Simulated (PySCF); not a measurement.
**Fractional electron number in Fe (iron, neutral)**

The 4s beta orbital of [Ar] 3d6 4s2 is emptied in steps (occupation f), with all orbitals relaxed, ending at [Ar] 3d6 4s1. Calculation: PySCF 2.14, in def2-SVP (5s3p2d1f, 31 functions); no relativity, point nucleus. The exact energy is a straight line in f; departures are measured from the line between the end points of the same method.

```csv
f,PBE0 (eV),LC-wPBE (eV)
1,0.000,0.000
0.9,-0.195,0.000
0.7,-0.458,-0.002
0.5,-0.546,-0.006
0.3,-0.458,-0.011
0.1,-0.192,-0.006
0,0.000,0.000
```

Question: For PBE0, how does the orbital energy at f = 1 compare with the removal energy?

Answer: −ε = 5.290 eV against a total-energy difference of 7.455 eV. By Janak's theorem ε = ∂E/∂f, so the gap between them reflects the curvature. Along the path −ε is 5.715 (f = 0.9), 6.573 (f = 0.7), 7.449 (f = 0.5), 8.337 (f = 0.3), 9.229 (f = 0.1) eV.

| method | E(f=0) − E(f=1) (eV) | −ε at f=1 (eV) | −ε at f=0.5 (eV) |
| --- | --- | --- | --- |
| PBE0 | 7.455 | 5.290 | 7.449 |
| LC-wPBE | 7.298 | 7.304 | 7.269 |

Reference removal energy between the ground levels: 7.902 eV (measured; NIST Atomic Spectra Database, ionization energies). The calculation has no spin-orbit coupling.
